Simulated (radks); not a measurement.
Values are calculated unless marked as measured or tabulated.
Q: Species: Ru XVI. Configuration: [Ar] 3d10 4s1. Level of theory: non-relativistic Kohn-Sham, LB94 model potential, spin-polarised, spherical densities, point nucleus; open shells are filled with parallel spins first (spin-orbit coupling, left out, can overturn this in heavy ions); relativity is left out, which matters for an element this heavy (a radial shooting solver on a logarithmic mesh with Libxc functionals). Some entries of the table are withheld. Estimate them.

orbital  occ.  eigenvalue (hartree)  <r> (bohr)
1s up       1             -801.6810     0.03458
1s down     1             -801.6617     0.03458
2s up       1             -124.9893      0.1504
2s down     1             -124.9795      0.1504
2p up       3             -116.8537      0.1286
2p down     3             -116.8460      0.1286
3s down     1             -32.49477      0.4120
3s up       1             -32.49014      0.4113
3p down     3             -29.26896         (1)
3p up       3             -29.26245         (2)
3d down     5                   (3)         (4)
3d up       5                   (5)         (6)
4s down     0             -13.93268      0.8897
4s up       1             -13.80105      0.8926

A: 
(1) 3p down <r> (bohr): 0.4041
(2) 3p up <r> (bohr): 0.4033
(3) 3d down eigenvalue (hartree): -23.34298
(4) 3d down <r> (bohr): 0.3754
(5) 3d up eigenvalue (hartree): -23.33600
(6) 3d up <r> (bohr): 0.3744
